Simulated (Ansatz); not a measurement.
Reaction (substitution at a C–O bond): `C[O][W](=[NH])(=[NH])[Cl]` + `O[SiH2]S` → `CS[SiH2]O` + `[NH]=[W](=[NH])([OH])[Cl]`

Isolated molecules relaxed with PBE0-D4/def2-TZVP in Ansatz; ΔE leaves out vibrations. CCSD(T)/CBS is the MP2 limit (def2-TZVPP, def2-QZVPP) plus CCSD(T) − MP2 in def2-TZVPP, frozen cores. DFT in def2-TZVPP. def2 core potentials past Kr. For W outer-core shells are correlated without core-valence functions, which leaves a few kJ/mol of doubt a bond. Each species was taken in one conformer, which may not be the lowest.

Is it downhill or uphill in electronic energy at CCSD(T)/CBS, and by how much? (Best estimate.)

Ansatz gave: Downhill: ΔE = -33.9 kJ/mol.

What do these levels give: BLYP-D4, r2SCAN0-D4, HF/def2-SVP, CCSD(T)/def2-SVP, MP2/def2-TZVPP, HF/def2-QZVPP? (An estimate is asked.)

Computed: BLYP-D4 -27.8, r2SCAN0-D4 -33.3, HF/def2-SVP -5.8, CCSD(T)/def2-SVP -10.2, MP2/def2-TZVPP -32.3, HF/def2-QZVPP -21.0 kJ/mol.

Largest T1 diagnostic among the species: 0.020.

At CCSD(T), def2-SVP lies +23.6 kJ/mol from the extrapolated value and def2-TZVPP +6.0 kJ/mol. In def2-TZVPP, CCSD(T) changes the Hartree–Fock value by −6.6 kJ/mol (the triples alone add −0.4 kJ/mol) and MP2 by −11.0 kJ/mol. Leaving LDA and LC-ωPBE aside and taking each functional with its dispersion term where it has one, the values, not all of them listed here, spread over 9.8 kJ/mol, from revPBE-D4 to CAM-B3LYP-D4.
